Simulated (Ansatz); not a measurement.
Geometry optimisation, Ansatz 0.2.0, RKS PBE0-D4/def2-SVP.

input.yaml

```yaml
crystal:
  periodic: [false, false, false]
  atoms:
    - { symbol: Si, position_ang: [-1.032245, -0.844275, -0.475953] }
    - { symbol: S, position_ang: [-0.381392, 1.702704, 1.768785] }
    - { symbol: F, position_ang: [-1.276114, -2.099933, -1.479186] }
    - { symbol: F, position_ang: [-1.041663, -1.485159, 1.020722] }
    - { symbol: H, position_ang: [-2.209827, 0.048264, -0.614455] }
    - { symbol: H, position_ang: [0.895343, 1.492133, 1.363107] }
    - { symbol: Si, position_ang: [1.005439, 0.019276, -0.928802] }
    - { symbol: H, position_ang: [-0.400562, 0.552244, 2.474524] }
    - { symbol: H, position_ang: [0.911237, 1.470793, -1.26926] }
    - { symbol: H, position_ang: [1.601918, -0.702283, -2.095761] }
    - { symbol: H, position_ang: [1.927767, -0.153765, 0.23638] }
basis:
  gaussian: { orbitals: def2-SVP }
hamiltonian:
  xc: pbe0
  dispersion: d4
relax:
  f_tol: 0.03
  max_steps: 50
```

Run as:

```bash
$ ansatz run input.yaml --threads 2 --pin off --max-ram 3072MiB --backend cpu --events-out ev --progress --plain --runs-dir out
```

Q: Where does it end, and by what steps?

A: The forces met the threshold. After 8 steps the energy has fallen by 0.108 eV; H6 moved furthest, 0.56 Å.

| step | energy less start (eV) | largest force component (eV/Å) | accepted |
| --- | --- | --- | --- |
| 0 | 0.0000 | 1.055 | yes |
| 1 | -0.0774 | 0.483 | yes |
| 2 | -0.0932 | 0.465 | yes |
| 3 | -0.1016 | 0.362 | yes |
| 4 | -0.1062 | 0.152 | yes |
| 5 | -0.1073 | 0.056 | yes |
| 6 | -0.1077 | 0.044 | yes |
| 7 | -0.1079 | 0.035 | yes |
| 8 | -0.1082 | 0.013 | yes |

```xyz
11
Properties=species:S:1:pos:R:3
Si -1.033 -0.855 -0.467
S -0.453 1.653 1.706
F -1.375 -2.105 -1.445
F -0.994 -1.497 1.028
H -2.187 0.077 -0.541
H 0.884 1.743 1.868
Si 1.078 -0.017 -1.050
H -0.531 0.526 2.445
H 0.971 1.424 -1.428
H 1.620 -0.785 -2.214
H 2.021 -0.164 0.100
```

The run took 19 s on 2 threads of Intel(R) Xeon(R) 6975P-C (Granite Rapids) (shared host), peak memory 0.27 GiB.
